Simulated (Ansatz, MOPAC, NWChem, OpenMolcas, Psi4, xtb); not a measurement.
# C2H4ClSi (SMILES C=C[SiH]Cl): methods side by side

The runs start from one conformer, not always the lowest.

C2H4ClSi, doublet, SMILES `C=C[SiH]Cl`. Each level relaxes the structure for itself.

Each level gives the highest harmonic wavenumber at each level's own minimum (cm⁻¹). The values are calculated.

```tsv
level	kind	program	value (cm⁻¹)
MNDO	semi-empirical	MOPAC	3418
PM3	semi-empirical	MOPAC	3130
MNDOD	semi-empirical	MOPAC	3406
GFN2-xTB	semi-empirical	xtb	3119
UHF/3-21G	Hartree–Fock	OpenMolcas	3380
UHF/6-31G* (spherical functions)	Hartree–Fock	NWChem	3398
UHF/6-31G* (Cartesian functions)	Hartree–Fock	OpenMolcas	3400
UBP86/def2-SVP (density fitting)	GGA	Psi4	3131
UPBE0-D4/def2-TZVP	global hybrid	Ansatz	3218
```

Harmonic and unscaled. The values span 3119 to 3418 cm⁻¹. Spin contamination of the reference (⟨S²⟩ at least 0.1 too high) touches UHF/3-21G, UHF/6-31G*, UHF/6-31G* (up to 0.17 too high).
